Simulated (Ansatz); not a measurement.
`C[O][AlH][Cl]`, charge 0, multiplicity 1.

Q: Give a relaxed structure at PBE0-D4/def2-TZVP (the Gaussian-basis code of Ansatz). (Best estimate.)

A: Ansatz gave: 
```xyz
8

C    -0.999    0.561    0.597
O     0.311    0.070    0.600
Al    1.337   -0.659   -0.501
Cl    0.649   -1.007   -2.451
H    -0.997    1.627    0.845
H    -1.488    0.435   -0.376
H    -1.594    0.038    1.352
H     2.782   -1.066   -0.065
```
Point group Cs.
